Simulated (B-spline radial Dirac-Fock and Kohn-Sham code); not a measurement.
**Electron momentum distribution of Ni²⁺: Compton profiles**

System: the Ni²⁺ ion in the configuration [Ar] 3d6 4s2 (an excited configuration).

These are calculated numbers from a B-spline atomic structure program; the model is the impulse approximation on Dirac-Fock orbitals of the configuration average with a finite nucleus. pz is in atomic units of momentum; subshell profiles are per electron, for a selection of subshells; open shells are spread over both j values by their weights.

```tsv
pz	J total	J 1s1/2	J 2p3/2	J 4s1/2
0	5.282	0.0306	0.0594	0.955
0.1	5.208	0.0306	0.0594	0.920
0.2	5.002	0.0306	0.0594	0.821
0.3	4.707	0.0306	0.0594	0.681
0.4	4.376	0.0306	0.0594	0.526
0.5	4.057	0.0306	0.0594	0.379
0.6	3.781	0.0306	0.0594	0.258
0.8	3.392	0.0306	0.0594	0.106
1	3.165	0.0305	0.0593	0.0509
1.2	2.998	0.0305	0.0593	0.0396
1.4	2.827	0.0304	0.0592	0.0390
1.6	2.634	0.0303	0.0591	0.0369
1.8	2.425	0.0302	0.0590	0.0317
2	2.209	0.0301	0.0588	0.0251
2.5	1.710	0.0299	0.0580	0.0110
3	1.316	0.0295	0.0568	0.00422
4	0.8330	0.0287	0.0530	0.00156
5	0.5881	0.0277	0.0474	0.00149
7	0.3459	0.0253	0.0338	0.000724
10	0.1732	0.0210	0.0168	0.000105
15	0.06493	0.0140	0.00430	3.47e-05
20	0.02960	0.00865	0.00114	2.67e-05
30	0.008172	0.00305	0.000113	8.15e-06
40	0.002724	0.00110	1.73e-05	2.44e-06
60	0.0004471	0.000192	1.01e-06	< 1e-6
100	3.506e-05	1.55e-05	< 1e-6	< 1e-6
```

J(0) = 5.282. The 4s1/2 subshell gives the largest part, 36 %.

Mean momentum ⟨p⟩ by subshell (a.u.): 1s1/2 23.9, 2s1/2 8.00, 2p1/2 10.8, 2p3/2 10.6, 3s1/2 3.33, 3p1/2 3.87, 3p3/2 3.83, 3d3/2 4.09, 3d5/2 4.07, 4s1/2 1.05.
